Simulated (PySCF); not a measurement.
C₂H₄FNOSi, SMILES O[Si@@H]1C=N[C@@H]1F.

Coordinates come from a r2SCAN-D4/def2-SVP optimisation. The structure was generated by enumeration; whether it is a known compound was not checked. The values are those of a single conformer.

Calculation: TDA-CAM-B3LYP/def2-SVPD in PySCF.

Vertical excitations. 

Computed excitation energies, oscillator strengths and character:
```
state  energy (eV)  λ (nm)      f                                                              main pairs
-----  -----------  ------  -----  ----------------------------------------------------------------------
S1            4.13     300  0.000                                                          HOMO→LUMO 94 %
S2            5.69     218  0.003                                                        HOMO−1→LUMO 93 %
S3            6.54     190  0.008                                                        HOMO→LUMO+1 74 %
S4            6.75     184  0.000                                                        HOMO→LUMO+2 88 %
S5            7.35     169  0.009                                                        HOMO→LUMO+3 74 %
S6            7.44     167  0.005                                                      HOMO−1→LUMO+1 78 %
S7            7.81     159  0.023   HOMO−4→LUMO 29 %, HOMO−3→LUMO 28 %, HOMO−2→LUMO 18 %, HOMO→LUMO+4 7 %
S8            7.94     156  0.009                                    HOMO→LUMO+4 42 %, HOMO−1→LUMO+2 36 %
S9            7.98     155  0.022  HOMO→LUMO+5 33 %, HOMO−2→LUMO 18 %, HOMO→LUMO+6 11 %, HOMO−3→LUMO 11 %
S10           8.06     154  0.007                  HOMO→LUMO+5 37 %, HOMO−1→LUMO+2 18 %, HOMO−2→LUMO 17 %
T1            3.27     380      0                                                          HOMO→LUMO 90 %
T2            4.71     263      0                                      HOMO−2→LUMO 71 %, HOMO−1→LUMO 18 %
T3            5.42     229      0                                      HOMO−1→LUMO 73 %, HOMO−2→LUMO 17 %
T4            6.25     198      0                                                        HOMO→LUMO+1 65 %
```
Triplets are in the Tamm–Dancoff approximation.
